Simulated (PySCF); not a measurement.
A side-by-side comparison of computed properties.

First species: C₂H₁₀N₂Si.
Numbering: `[CH3:1][N:2]([CH3:3])[SiH2:4][NH2:5]` (hydrogens: H6, H7, H8 on C1; H9, H10, H11 on C3; H12, H13 on Si4; H14, H15 on N5)

Second species: C₄H₃F₅O.
Numbering: `[F:1][CH2:2][O:3]/[C:4]([F:5])=[CH:6]\[C:7]([F:8])([F:9])[F:10]` (hydrogens: H11, H12 on C2; H13 on C6)

Levels: PBE0/def2-SVPD for dipole moment, HOMO energy, LUMO energy, HOMO–LUMO gap, static isotropic polarisability and electronic spatial extent ⟨r²⟩ about the centre of nuclear charge; TDDFT PBE0/def2-SVPD for lowest singlet excitation; TDA PBE0/def2-SVPD for lowest triplet excitation (Tamm–Dancoff); GFN2-xTB for rotational constant A and rotational constant C. Geometries: GFN2-xTB. Each species is one conformer at its optimised geometry, gas phase, non-relativistic unless stated; the electronic structure was computed with PySCF and density fitting.

Dipoles, sizes and rotational constants follow the conformer. The torsions of the flexible species, by atom-mapped SMILES:
- `[CH3:1][N:2]([CH3:3])[SiH2:4][NH2:5]`: C1–N2–Si4–N5 167°, H–N5–Si4–N2 176°, H–N5–Si4–N2 -51°
- `[F:1][CH2:2][O:3]/[C:4]([F:5])=[CH:6]\[C:7]([F:8])([F:9])[F:10]`: F1–C2–O3–C4 71°, C2–O3–C4–F5 14°, C4–C6–C7–F8 169°

(1) Which of the two has the higher static isotropic polarisability, and by how much?

(2) Which has the higher HOMO energy?

(3) Which of the two has the higher LUMO energy, and by how much?

(4) Which of the two has the higher dipole moment, and by how much?

(5) Which of the two has the higher S1 energy, and by how much?

(6) Which of the two has the higher ⟨r²⟩, and by how much?

(7) Which has the higher rotational constant C?

(8) Which has the higher rotational constant A?

## Answers

(1) The first: 68.9 au against 58.9 au, a difference of 10.0 au.

(2) The first: -6.27 eV against -8.03 eV, a difference of 1.76 eV.

(3) The first: 0.56 eV against -0.56 eV, a difference of 1.12 eV.

(4) The second: 3.03 D against 0.67 D, a difference of 2.36 D.

(5) The second: 7.08 eV against 5.77 eV, a difference of 1.31 eV.

(6) The second: 1579 bohr² against 640 bohr², a difference of 939 bohr².

(7) The first: 2.133 GHz against 0.665 GHz, a difference of 1.468 GHz.

(8) The first: 6.514 GHz against 2.553 GHz, a difference of 3.961 GHz.

On the first: The polarisability is 10.21 Å³ as a volume (1 au = 0.148185 Å³), or 1.38 au for each of the 50 electrons. The vertical singlet–triplet gap S1 − T1 is 0.26 eV (TDDFT singlet less Tamm–Dancoff triplet; S1: HOMO→LUMO, weight 0.67; T1: HOMO→LUMO, weight 0.67).

On the second: The vertical singlet–triplet gap S1 − T1 is 2.76 eV (TDDFT singlet less Tamm–Dancoff triplet; S1: HOMO→LUMO, weight 0.91; T1: HOMO→LUMO, weight 0.96).
